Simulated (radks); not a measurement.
Effect of the nuclear size on neutral cobalt, [Ar] 3d7 4s2. Calculated with a radial shooting solver on a logarithmic mesh with Libxc functionals: Dirac Kohn-Sham, relativistic LDA (MacDonald-Vosko exchange, VWN5 correlation), spin-unpolarised, spherical densities, finite nucleus; open shells fill j = l - 1/2 first; Fermi nuclear charge, rms radius 3.7875 fm. The rms radius is varied about that value; shifts are against it.

| rms radius (fm) | total energy shift (eV) | density at nucleus (e/bohr^3) | 1s1/2 shift (meV) | 2s1/2 shift (meV) | 3s1/2 shift (meV) |
|---|---|---|---|---|---|
| 3.3557 | -0.0287 | 1.716e+04 | -12.2 | -1.11 | -0.158 |
| 3.5375 | -0.0170 | 1.712e+04 | -7.21 | -0.659 | -0.094 |
| 3.7875 | 0 | 1.707e+04 | 0.000 | 0.000 | 0.000 |
| 3.9731 | 0.0134 | 1.703e+04 | 5.65 | 0.517 | 0.073 |
| 4.4806 | 0.0530 | 1.694e+04 | 22.4 | 2.05 | 0.291 |

Slopes of the eigenvalues against <r^2> in GHz/fm^2, as finite differences over the two radii next to the reference (eigenvalue slopes, not the field-shift constants of lines): 1s1/2 950, 2s1/2 86.9, 3s1/2 12.3.
